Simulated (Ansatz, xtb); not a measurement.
**Relative energy of two isomers of C3HF5**

Structure I is `F/C=C(\F)C(F)(F)F`, a singlet and structure II is `FC(F)=CC(F)(F)F`, a singlet. Both are isolated molecules in the gas phase, relaxed with PBE0-D4/def2-SVP.

I (Å):

```csv
atom,x (Å),y (Å),z (Å)
C,1.6007,-1.0282,2.2286
C,0.9361,-0.3251,1.3139
C,0.1495,-0.9536,0.2030
F,2.2831,-0.4458,3.1928
F,0.9095,0.9974,1.3019
F,0.6141,-0.5726,-0.9852
F,-1.1314,-0.5956,0.2638
F,0.2163,-2.2834,0.2718
H,1.6187,-2.1190,2.2328
```

II (Å):

```xyz
9

C     1.2796    0.0758    0.1660
C     1.3408   -0.7560    1.2010
C     0.1927   -1.4954    1.7929
F     0.2163    0.3925   -0.5109
F     2.3253    0.6948   -0.3075
F    -0.9632   -1.2368    1.1849
F     0.0494   -1.1877    3.0866
F     0.3974   -2.8158    1.7314
H     2.3145   -0.9179    1.6628
```

Q: Which of the two would you expect CCSD(T)/def2-SVP + ΔMP2/def2-TZVPP electronic energies to favour?

A: Structure II; the calculation gives E(II) − E(I) = −0.399 eV.

How the difference moves with the method:

```json
{"level": "GFN2-xTB", "geometry": "GFN2-xTB", "E(II) − E(I) (eV)": "−0.441", "departure from the last row (eV)": "−0.042", "job, with rough time for the two": "optimisation, 0.11 s"}
{"level": "HF/STO-3G", "geometry": "GFN2-xTB", "E(II) − E(I) (eV)": "−0.447", "departure from the last row (eV)": "−0.047", "job, with rough time for the two": "single point, 0.44 s"}
{"level": "r2SCAN-D4/def2-SVP", "geometry": "GFN2-xTB", "E(II) − E(I) (eV)": "−0.527", "departure from the last row (eV)": "−0.128", "job, with rough time for the two": "single point, 5.2 s"}
{"level": "PBE0-D4/def2-SVP", "geometry": "PBE0-D4/def2-SVP", "E(II) − E(I) (eV)": "−0.515", "departure from the last row (eV)": "−0.116", "job, with rough time for the two": "optimisation, 31 s"}
{"level": "HF/def2-SVP", "geometry": "PBE0-D4/def2-SVP", "E(II) − E(I) (eV)": "−0.509", "departure from the last row (eV)": "−0.110", "job, with rough time for the two": "part of the CCSD(T) run"}
{"level": "MP2/def2-SVP", "geometry": "PBE0-D4/def2-SVP", "E(II) − E(I) (eV)": "−0.531", "departure from the last row (eV)": "−0.132", "job, with rough time for the two": "part of the CCSD(T) run"}
{"level": "CCSD(T)/def2-SVP", "geometry": "PBE0-D4/def2-SVP", "E(II) − E(I) (eV)": "−0.472", "departure from the last row (eV)": "−0.073", "job, with rough time for the two": "single point"}
{"level": "CCSD(T)/def2-SVP + ΔMP2/def2-TZVPP", "geometry": "PBE0-D4/def2-SVP", "E(II) − E(I) (eV)": "−0.399", "departure from the last row (eV)": "", "job, with rough time for the two": "single point, 97 s"}
```

As drawn, both hold the same kinds of bond in the same numbers.

The levels shown agree on the order. The largest departure from CCSD(T)/def2-SVP + ΔMP2/def2-TZVPP is that of MP2/def2-SVP, 0.132 eV. A small imaginary or near-zero mode remains, so no thermal terms are given. The last row adds to CCSD(T) the change of the MP2 difference between the two basis sets, here +0.073 eV.

The correlated steps freeze 8 core orbitals. Codes used: Ansatz 0.2.0, xtb 6.7.1; the last row on 2 threads of Arm Neoverse V1 on a shared host.
